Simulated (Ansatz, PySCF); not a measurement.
Si(F)4(OH2)2 (F4H4O2Si), SMILES O->[Si](<-O)(F)(F)(F)F (connectivity only; charge and spin as stated), neutral, multiplicity 1. Atoms are numbered in the order given.

```xyz
11

Si    -0.1476    -0.0414    -0.0845
F      1.0031    -0.3985    -1.2208
F     -0.7633     0.4703     1.3653
F     -1.0878     0.8961    -1.0356
F     -0.9266    -1.4758    -0.1407
O      1.0237     1.5756     0.1543
H      0.4187     2.3201     0.2840
H      1.4419     1.6939    -0.7116
O      1.1742    -0.9377     1.1373
H      1.3397    -1.8092     0.7498
H      0.6791    -1.0785     1.9580
```
Charge 0, spin multiplicity 1.

Coordinates come from a PBE0-D3(BJ)/def2-SVP optimisation. The values are those of a single conformer.

Two levels are set side by side: PBE-D3(BJ)/def2-SVP (Ansatz, a program for electronic structure) and PBE0-D3(BJ)/def2-SVP (Ansatz). Each level has its own optimised geometry; the coordinates shown are those of the second. Frequencies come from the Hessian of PySCF at each geometry. Differences are taken from unrounded values.

| quantity | PBE0-D3(BJ) | PBE-D3(BJ) | PBE-D3(BJ) minus PBE0-D3(BJ) |
|---|---|---|---|
| mean bond length (Å) | 1.447 | 1.469 | 0.022 |
| bond Si1–F2 (Å) | 1.656 | 1.675 | 0.019 |
| bond Si1–F3 (Å) | 1.656 | 1.675 | 0.019 |
| bond Si1–F4 (Å) | 1.633 | 1.650 | 0.017 |
| bond Si1–F5 (Å) | 1.633 | 1.650 | 0.017 |
| bond Si1–O6 (Å) | 2.011 | 2.056 | 0.045 |
| bond Si1–O9 (Å) | 2.011 | 2.056 | 0.045 |
| bond O6–H7 (Å) | 0.968 | 0.981 | 0.013 |
| bond O6–H8 (Å) | 0.969 | 0.983 | 0.014 |
| bond O9–H10 (Å) | 0.968 | 0.981 | 0.013 |
| bond O9–H11 (Å) | 0.969 | 0.983 | 0.014 |
| highest harmonic wavenumber (cm⁻¹) | 3901 | 3699 | -202 |
| mean harmonic wavenumber (cm⁻¹) | 1058 | 1017 | -42 |
| zero-point energy (kcal/mol) | 40.84 | 39.24 | -1.60 |

Exact exchange shortens and stiffens bonds; PBE has none. Differences between two approximate levels are no errors against the true value.
